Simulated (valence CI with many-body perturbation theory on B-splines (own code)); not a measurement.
## Basis-set convergence for V18+

Computed by configuration interaction combined with many-body perturbation theory (CI+MBPT): three valence electrons over a frozen Dirac-Fock core [He], radial functions for each j: 9 s, 9 p, 8 d, 6 f, 3 g, 1 h, with the one-electron correlation potential Σ1 (screened to all orders), the two-electron term Σ2, the three-electron term Σ3, Breit, model QED; selected single and double excitations, second order for the rest, scaled by the run's own slope (own B-spline code, finite nucleus).

No measured spectrum was set against this ion. As an estimate, levels of excited configurations hold to 0.05 to 0.15 % of their energy, terms of the ground configuration to about 0.5 %.

The reference run has the lowest level 2s²2p ²P°_1/2 and an ionisation energy of 1354.32 eV. Its largest variational space holds 10832 state functions.

Names give the largest LS component (configuration and term), which can be under half, so a name can repeat, a term be missing and a line seem to break the LS rules; names also repeat where a configuration has a term twice.

Changed runs:
A. basis 6 s, 6 p, 5 d, 3 f, 1 g
B. basis 5 s, 5 p, 4 d, 2 f

Excitation energies of the reference run in cm⁻¹, and shifts in cm⁻¹:

| Level | Reference | A | B |
| --- | --- | --- | --- |
| 2s²2p ²P°_3/2 | 68631 | -1.7 | -5.1 |
| 2s2p² ⁴P_1/2 | 331753 | -139 | -404 |
| 2s2p² ⁴P_3/2 | 361211 | -147 | -424 |
| 2s2p² ⁴P_5/2 | 394151 | -137 | -404 |
| 2s2p² ²D_3/2 | 597441 | +126 | +385 |
| 2s2p² ²D_5/2 | 605982 | +120 | +364 |
| 2s2p² ²P_1/2 | 716692 | +186 | +582 |
| 2s2p² ²S_1/2 | 789160 | +188 | +591 |
| 2s2p² ²P_3/2 | 802867 | +152 | +502 |
| 2p³ ⁴S°_3/2 | 1030450 | -117 | -342 |
| 2p³ ²D°_3/2 | 1152810 | +121 | +359 |
| 2p³ ²D°_5/2 | 1166830 | +123 | +350 |
| Ionisation energy (eV) | 1354.32 | -0.017 | -0.06 |
